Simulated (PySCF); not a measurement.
C3H7NOSi, SMILES C1=CO[SiH2]NC1. Atoms are numbered in the order given.

```xyz
13

C      1.3129    -0.9635    -0.3056
C      1.5556     0.2443     0.2210
O      0.6242     1.1599     0.6056
Si    -0.9678     0.9481     0.0889
N     -1.1336    -0.7545    -0.0695
C     -0.0388    -1.5955    -0.5359
H      2.1836    -1.5666    -0.5787
H      2.5802     0.5974     0.3814
H     -1.1092     1.7389    -1.1692
H     -1.9131     1.4758     1.1063
H     -2.0324    -1.2167    -0.0143
H     -0.1360    -1.8519    -1.6117
H     -0.0605    -2.5592     0.0065
```
Charge 0, spin multiplicity 1.

The structure is a stationary point at ωB97X-D3(BJ)/def2-SVP. The structure was generated by enumeration, and PubChem lists no compound with its InChIKey, so it may never have been made. The values are those of a single conformer.

All values below come from TDA-PBE/def2-SVPD (PySCF).

Vertical excitations. Gas-phase values at a fixed geometry.

Computed UV-visible absorptions:
```json
[
 {"state": "S1", "energy (eV)": "4.91", "λ (nm)": "253", "f": "0.011", "main pairs": "HOMO→LUMO 81 %, HOMO→LUMO+2 15 %"},
 {"state": "S2", "energy (eV)": "5.03", "λ (nm)": "247", "f": "0.002", "main pairs": "HOMO→LUMO+1 95 %"},
 {"state": "S3", "energy (eV)": "5.31", "λ (nm)": "234", "f": "0.009", "main pairs": "HOMO−1→LUMO 68 %, HOMO→LUMO+2 21 %"},
 {"state": "S4", "energy (eV)": "5.50", "λ (nm)": "226", "f": "0.008", "main pairs": "HOMO−1→LUMO+2 47 %, HOMO−1→LUMO 22 %, HOMO→LUMO+2 18 %, HOMO−1→LUMO+1 9 %"},
 {"state": "S5", "energy (eV)": "5.53", "λ (nm)": "224", "f": "0.003", "main pairs": "HOMO−1→LUMO+1 90 %"},
 {"state": "S6", "energy (eV)": "6.01", "λ (nm)": "206", "f": "0.001", "main pairs": "HOMO→LUMO+3 88 %"},
 {"state": "S7", "energy (eV)": "6.05", "λ (nm)": "205", "f": "0.002", "main pairs": "HOMO→LUMO+4 85 %"},
 {"state": "S8", "energy (eV)": "6.21", "λ (nm)": "200", "f": "0.023", "main pairs": "HOMO→LUMO+5 97 %"},
 {"state": "S9", "energy (eV)": "6.48", "λ (nm)": "191", "f": "0.066", "main pairs": "HOMO−1→LUMO+3 51 %, HOMO→LUMO+6 15 %, HOMO−1→LUMO+2 11 %"},
 {"state": "S10", "energy (eV)": "6.58", "λ (nm)": "189", "f": "0.034", "main pairs": "HOMO−1→LUMO+4 56 %, HOMO−1→LUMO+3 19 %, HOMO→LUMO+6 13 %"},
 {"state": "T1", "energy (eV)": "4.23", "λ (nm)": "293", "f": "0", "main pairs": "HOMO→LUMO+2 43 %, HOMO→LUMO 42 %, HOMO−1→LUMO+2 7 %"},
 {"state": "T2", "energy (eV)": "4.78", "λ (nm)": "260", "f": "0", "main pairs": "HOMO→LUMO 56 %, HOMO→LUMO+2 39 %"},
 {"state": "T3", "energy (eV)": "4.92", "λ (nm)": "252", "f": "0", "main pairs": "HOMO→LUMO+1 97 %"},
 {"state": "T4", "energy (eV)": "5.16", "λ (nm)": "240", "f": "0", "main pairs": "HOMO−1→LUMO 91 %"}
]
```
Triplets are in the Tamm–Dancoff approximation.
